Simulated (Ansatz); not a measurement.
Basis-set extrapolation for B₂F₂H₄S₂ (`F[B@H-]1[SH+][B@@H-](F)[SH+]1`) (PBE0-D4/def2-TZVP geometry, frozen core, Ansatz 0.2.0). Multiplicity 1, RHF reference.

|  | def2-TZVPP | def2-QZVPP |
| --- | --- | --- |
| HF | -1045.907197 | -1045.940502 |
| MP2 correlation | -1.085206 | -1.179537 |
| CCSD(T) correlation | -1.174870 | not run |

Energies in hartree. Use E(X) = E(∞) + A·exp(−7.88·√X) for Hartree–Fock and E(X) = E(∞) + B·X^(−2.97) for correlation, with X = 3 and 4, and add CCSD(T) minus MP2 of the smaller set to the MP2 limit.

Problem. What is the CCSD(T) energy at the basis-set limit?

Solution. HF limit: -1045.940502 + (-0.033305) × 0.13774 = -1045.94509. MP2 limit: -1.179537 + (-0.094331) × 0.74074 = -1.24941. Higher-order term: -1.174870 − (-1.085206) = -0.08966. Total: -1047.28416 hartree, 530.6 kJ/mol below CCSD(T)/def2-TZVPP.
